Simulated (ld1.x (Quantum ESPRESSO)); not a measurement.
# Transferability test, ultrasoft potential for Ru (Z = 44)

```
Element                 : Ru
Generator               : ld1.x (Quantum ESPRESSO) 7.5
Type                    : ultrasoft
Functional              : PBE
Relativity              : scalar-relativistic
Frozen core             : [Kr]
Valence charge          : 8
Reference configuration : 4d7 5s0.5 5p0 (charge +0.5)
Partial waves           : 5s (bound): rcut 2.40, rcutus 2.85 bohr; 5s channel at 0.8 Ry: rcut 2.40, rcutus 2.85 bohr; 5p (bound, empty): rcut 2.50, rcutus 3.00 bohr; 5p channel at 0.95 Ry: rcut 2.50, rcutus 3.00 bohr; 4d (bound): rcut 1.80, rcutus 2.35 bohr; 4d channel at 0.85 Ry: rcut 1.80, rcutus 2.35 bohr
Local potential         : all-electron potential smoothed inside 1.95 bohr (lloc = -1)
Core correction         : none
Augmentation charge     : PSQ, radius 1.80 bohr
```

Energies are relative to the spin-unpolarised reference configuration 4d7 5s0.5 5p0; without spin polarisation the order of configurations can differ from experiment. Not all tests gave a result: test run stopped at test 6 of 7 (negative rho), 1 before it not solved. Left out of the table: 4d5 5s0 5p0 (solver errors, printed error -198 eV). The frozen-core shift is the all-electron ΔE with the core orbitals held at their reference shape minus the fully relaxed ΔE.

| valence configuration | charge | ΔE all-electron (eV) | error AE − PS (meV) | frozen-core shift (meV) |
| --- | --- | --- | --- | --- |
| 4d7 5s1 5p0 | 0 | -2.863 | +6.4 | -0.1 |
| 4d7 5s0 5p0 | +1 | 4.429 | +9.9 | +1.5 |

(1) What are ΔE and the potential's error for 4d6 5s0 5p0?

(2) What are ΔE and the potential's error for 4d6 5s1 5p1?

Note: ghost state, extra bound levels that the all-electron valence spectrum of the same l lacks: s at -16.8 eV. A true bound ghost makes a file unfit for plane-wave use.

Answers

(1) ΔE = 22.615 eV all-electron; the error (AE − PS) is +105 meV.

(2) ΔE = 2.790 eV all-electron; the error (AE − PS) is +107 meV.

A variational frozen-core shift is positive and of second order in the change. This column holds negative values, so the frozen-core run of ld1.x carries numerical noise or an error of first order here, and the column gives no more than the rough size of the effect.
